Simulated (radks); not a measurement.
Results of a calculation; reference values are marked as such.
Species: Mg3+. Configuration: [He] 2s2 2p5.

Level of theory: scalar-relativistic Kohn-Sham, PBEsol, spin-polarised, spherical densities, finite nucleus; open shells are filled with parallel spins first; Fermi nuclear charge, rms radius 3.057 fm (a radial shooting solver on a logarithmic mesh with Libxc functionals).

Energy parts (eV):
part                      energy
total                  -5334.861
kinetic                 5341.662
electron-nucleus      -12368.181
Hartree                 2088.559
exchange-correlation    -396.900

Orbitals (lengths in bohr, moments of r in powers of bohr; r(max) is where P^2 peaks):
\begin{tabular}{lrrrrrr}
orbital & occ. & eigenvalue (eV) & <1/r> & r(max) & <r^2> & <r^4> \\ \hline
1s up & 1 & -1314.608 & 11.61 & 0.08520 & 0.02306 & 0.001381 \\
1s down & 1 & -1313.284 & 11.62 & 0.08517 & 0.02301 & 0.001375 \\
2s up & 1 & -129.8953 & 2.180 & 0.5374 & 0.5366 & 0.5294 \\
2s down & 1 & -127.2949 & 2.165 & 0.5393 & 0.5436 & 0.5454 \\
2p up & 3 & -97.3641 & 2.067 & 0.4627 & 0.5129 & 0.5772 \\
2p down & 2 & -94.5350 & 2.050 & 0.4659 & 0.5252 & 0.6090 \\
\end{tabular}

The highest occupied level is 2p down at -94.535 eV. For comparison, the ionisation energy in NIST's Atomic Spectra Database is 109.27 eV (semi-empirical). In exact Kohn-Sham theory the highest level is minus the ionisation energy, but local and semilocal functionals leave it too shallow, through self-interaction and a potential that decays too fast; potentials with the right tail come closer. The electron density at the nucleus is 1160 e/bohr^3 (large components only). Spin moment in Bohr magnetons: 1. The spin density at the nucleus is -0.1512 e/bohr^3 (1s -0.7373, 2s 0.5860).

Run on one thread of a shared host, so times are rough (Arm Neoverse V2): 0.07 s of CPU time, 0.07 s wall, 14 iterations on 2189 mesh points.
